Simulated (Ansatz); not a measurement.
Reaction (formal exchange of groups at a Zn–S bond): `C[S][Zn][F]` + CH₃NH₂ → `N[CH2][Zn][F]` + CH₃SH

Program: Ansatz. Geometries: PBE0-D4/def2-TZVP. ΔE: electronic, gas phase. CCSD(T)/CBS adds triple-zeta CCSD(T) − MP2 to the extrapolated MP2 energy (def2 sets, frozen cores). This one scheme is used for every species. DFT in def2-TZVPP. B3LYP here is the variant with VWN-RPA as its local correlation; programs differ in this. For Zn outer-core shells are correlated without core-valence functions, which leaves a few kJ/mol of doubt a bond. Scalar relativity is left out up to krypton. Each species was taken in one conformer, which may not be the lowest.

| level | ΔE (kJ/mol) | difference from CCSD(T)/CBS |
| --- | --- | --- |
| PBE-D4 | 95.1 | -10.5 |
| r2SCAN-D4 | 102.1 | -3.5 |
| B3LYP-D4 | 99.8 | -5.8 |
| ωB97M-V | 99.0 | -6.6 |
| B2PLYP | 100.4 | -5.2 |
| r2SCAN | 102.1 | -3.5 |
| PBE0 | 101.6 | -4.0 |
| B3LYP | 99.2 | -6.4 |
| HF/def2-TZVPP | 121.9 | 16.3 |
| MP2/def2-TZVPP | 98.4 | -7.2 |
| HF/def2-QZVPP | 124.2 | 18.6 |
| MP2/def2-QZVPP | 103.5 | -2.1 |
| SCS-MP2/def2-QZVPP | 104.5 | -1.1 |
| HF/CBS(def2) | 124.5 | 18.9 |
| MP2/CBS(def2) | 105.9 | 0.3 |
| CCSD/CBS(def2) | 107.4 | 1.8 |
| CCSD(T)/CBS | 105.6 | 0 |

Largest T1 diagnostic among the species: 0.015.

In def2-TZVPP, CCSD(T) changes the Hartree–Fock value by −23.8 kJ/mol (the triples alone add −1.8 kJ/mol) and MP2 by −23.5 kJ/mol. From PBE to PBE0 (25 % exact exchange), in def2-TZVPP and without D4, ΔE moves by +6.9 kJ/mol.
